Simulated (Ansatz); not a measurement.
Q: Name a neutral molecule of Br, In, N and H with LUMO energy (PBE/def2-TZVPP) between -2.25 and -1.95 eV and LUMO energy (ωB97M-V/def2-TZVPP) between 0.05 and 0.35 eV (Ansatz, PBE0-D4/def2-TZVP geometry).

A: `[NH2][In]([NH2])[Br]` (-2.24 eV, 0.33 eV); `[NH2][InH][Br]` (-1.98 eV, 0.22 eV). Other molecules can fit too; these were computed, each in one conformer that needn't be the lowest.
